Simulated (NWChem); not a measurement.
Species: SiH₂OCl₂; SMILES O[SiH](Cl)Cl

```xyz
6

Si    -0.4289     0.4192     0.0000
O     -1.8976    -0.3113     0.0000
Cl     0.6627    -0.1246     1.6559
Cl     0.6627    -0.1246    -1.6559
H     -0.6599     1.8734     0.0000
H     -1.9368    -1.2732     0.0000
```
Atoms are numbered in this order, from 1.

Computed with NWChem. Pople sets run with spherical d functions. Geometry: optimised at PBE0/def2-SVP. Level: PBE/6-31G* with SMD (1 M gas to 1 M solution), gas-phase geometry. Reactions with the solvent are ignored.

| solvent | dielectric constant | solvation free energy (kcal/mol) | cavity-dispersion-structure term (kcal/mol) | dipole in solution (D) |
|---|---|---|---|---|
| water | 78.4 | -4.5 | 1.9 | 1.61 |
| ethylene glycol | 40.2 | -5.6 | 0.7 | 1.61 |
| chlorobenzene | 5.70 | -5.2 | -2.3 | 1.50 |
| 1-octanol | 9.86 | ___ | -1.2 | 1.59 |
| methanol | 32.6 | -7.3 | -1.1 | 1.61 |
| ethanol | 24.9 | -7.4 | -1.3 | 1.61 |
| cyclohexanone | 15.6 | -5.2 | -1.9 | 1.53 |

**Question.** Fill in the missing entries.

**Answer.** 
- 1-octanol, solvation free energy (kcal/mol): -6.8
